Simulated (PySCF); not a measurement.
Structure with atom numbers: `[CH3:1][O:2][C@@H:3]([CH3:4])[Si@H:5]([Cl:6])[C:7]([CH3:8])=[O:9]`; H(Xn) means a hydrogen on atom n.

[PySCF 2.14: structure optimised with GFN2-xTB; shielding tensors at PBE0/pcSseg-1 (GIAO); fast rotation and ring inversion assumed for equivalent nuclei; no solvent; non-relativistic; one conformer]

Shifts are taken against calculated references (same method and geometry level): ¹³C (σref 186.93) and ¹H (σref 31.72) and ²⁹Si (σref 349.16) vs TMS; H2O for ¹⁷O (σref 336.08); ³⁵Cl (σref 949.78) vs HCl.

| atoms | nucleus | count | δ (ppm) |
| --- | --- | --- | --- |
| O9 | ¹⁷O | 1 | 833.0 |
| H(C1) | ¹H | 3 | 3.59 |
| H(C4) | ¹H | 3 | 1.18 |
| Si5 | ²⁹Si | 1 | ? |
| H(C3) | ¹H | 1 | 3.27 |
| C8 | ¹³C | 1 | 41.1 |
| H(Si5) | ¹H | 1 | 4.57 |
| O2 | ¹⁷O | 1 | 26.8 |
| C4 | ¹³C | 1 | 13.6 |
| Cl6 | ³⁵Cl | 1 | -33 |
| C1 | ¹³C | 1 | ? |
| H(C8) | ¹H | 3 | ? |
| C7 | ¹³C | 1 | 241.3 |
| C3 | ¹³C | 1 | ? |

**Question.** Fill in the missing shifts.

**Answer.** 
- C3: 77.1 ppm, sp3 CH bonded to O and Si; pulled downfield by the heteroatom
- C1: 59.9 ppm, methyl carbon bonded to O; deshielded by the electronegative neighbour
- H(C8): 2.70 ppm, hydrogen on a methyl carbon α to a carbonyl; α to C=O
- Si5: -26.3 ppm, silicon bonded to 2 C, Cl, H

Shifts are as computed. Against solution values, carbons near 30 ppm lie about +3 ppm off and those near 130 ppm about +5 ppm. Of 1211 compounds with measured shifts, 218 miss one by over three times the rms of a fit or turn the order of signals round; such compounds aren't used in these exercises. Unscaled 17O shifts of doubly bonded oxygen tend to come out too high, by tens of ppm or more. Experimental scales use liquid or dissolved standards, which lie at an offset from isolated H2O (liquid H2O: subtract about 36 ppm).
